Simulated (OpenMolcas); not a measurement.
A calculation on neutral hafnium.

| Property | Result |
| --- | --- |
| Program | OpenMolcas 26.06 |
| Method | CASSCF |
| Basis | ANO-RCC-VTZP [8s7p5d3f2g1h] |
| Scalar Hamiltonian | DKH2, point nucleus |
| Active space | 4 electrons in 11 orbitals (5d 6s 6d) |
| State averaging | 2S+1 = 3 even, 35 roots (19 in the spin-orbit step); 2S+1 = 5 even, 10 roots kept (CI in the orbitals of an earlier block); 2S+1 = 1 even, 14 roots kept (CI in the orbitals of an earlier block) |
| Spin-orbit coupling | state interaction with AMFI integrals over the reference wave functions, term energies averaged over their components |

Problem. Which level of the active space comes out lowest?

Solution. 5d² 6s² ³F₂, with 93 % of that term; it is also the measured ground level.

Problem. How high does 5d³ 6s ⁵F₃ lie?

Solution. 11235 cm⁻¹ above the lowest level.

Problem. How high does 5d² 6s² ¹G₄ lie?

Solution. 12042 cm⁻¹ above the lowest level; measured 10533 cm⁻¹ above the ground level, so the calculation is off by +14 %.

Problem. How high does 5d³ 6s ⁵F₂ lie?

Solution. 10344 cm⁻¹ above the lowest level.

Problem. The level at 9667 cm⁻¹ has J = 2. What is it made of, and what is its g factor?

Solution. 66 % 5d² 6s² ¹D₂, 31 % 5d² 6s² ³P, 3 % 5d² 6s² ³F; g = 1.146, against 1.000 from Landé's formula for the pure leading term.

Measured values: NIST Handbook of Basic Atomic Spectroscopic Data.

Some high roots are left out of the spin-orbit mixing, which shifts the levels that they would mix with. Without dynamic correlation excited terms often stand tens of per cent too high (terms of higher spin than the ground term too low), and those without a measured partner can miss by more than the paired ones. Terms from blocks run as CI alone lack orbitals of their own. Active for correlation alone: 6d; no level in the range computed is led by a configuration that fills it, so any true level of that kind is missing. Measured partners are found by configuration, term and J. A level has none where our copy of the source lacks it or the pairing is in doubt (some pairs that miss far off the trend of their configuration count as doubtful), and it then counts in no deviation. Levels of configurations outside the active space are missing.
